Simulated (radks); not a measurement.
Ionisation of the silver ion Ag+, [Kr] 4d10, to [Kr] 4d9 as the strength of local exchange is varied. Calculated with a radial shooting solver on a logarithmic mesh with Libxc functionals: scalar-relativistic Kohn-Sham, Slater X-alpha exchange (alpha = 2/3 is LDA exchange), no correlation, spin-polarised, spherical densities, point nucleus.

alpha = 0.667: E(Ag+) (hartree) -5306.48536; exchange (hartree) -139.52216; IE (eV) 20.695; -e of the level emptied (eV) 14.507 (4d); <r> of it (bohr) 1.399
alpha = 0.671: E(Ag+) (hartree) -5307.32381; exchange (hartree) -140.38158; IE (eV) 20.764; -e of the level emptied (eV) 14.569 (4d); <r> of it (bohr) 1.398
alpha = 0.962: E(Ag+) (hartree) -5368.68466; exchange (hartree) -203.62548; IE (eV) 26.204; -e of the level emptied (eV) 19.521 (4d); <r> of it (bohr) 1.311
alpha = 0.972: E(Ag+) (hartree) -5370.80601; exchange (hartree) -205.82401; IE (eV) 26.405; -e of the level emptied (eV) 19.706 (4d); <r> of it (bohr) 1.309
alpha = 0.999: E(Ag+) (hartree) -5376.53786; exchange (hartree) -211.76837; IE (eV) 26.951; -e of the level emptied (eV) 20.210 (4d); <r> of it (bohr) 1.301
alpha = 1.024: E(Ag+) (hartree) -5381.85061; exchange (hartree) -217.28325; IE (eV) 27.462; -e of the level emptied (eV) 20.683 (4d); <r> of it (bohr) 1.295

NIST Atomic Spectra Database: 21.484 eV (measured). The Delta-SCF value meets it near alpha = 0.71. Open shells are spherical and high-spin; term and fine-structure splittings are not resolved.
